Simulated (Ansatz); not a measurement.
Basis-set extrapolation for CH$_{6}$OSSi (`CO[SiH2]S`) (PBE0-D4/def2-TZVP geometry, frozen core, Ansatz 0.2.0). Multiplicity 1, RHF reference.

```tsv
	def2-TZVPP	def2-QZVPP
HF	-802.825418	-802.851863
MP2 correlation	-0.713994	-0.770019
CCSD(T) correlation	-0.791560	-0.843571
```

Energies in hartree. Use E(X) = E(∞) + A·exp(−7.88·√X) for Hartree–Fock and E(X) = E(∞) + B·X^(−2.97) for correlation, with X = 3 and 4.

**Question.** What is the CCSD(T) energy at the basis-set limit?

**Answer.** HF limit: -802.851863 + (-0.026445) × 0.13774 = -802.85551. Correlation limit: -0.843571 + (-0.052011) × 0.74074 = -0.88210. Total: -803.73761 hartree, 3.28 eV below CCSD(T)/def2-TZVPP.
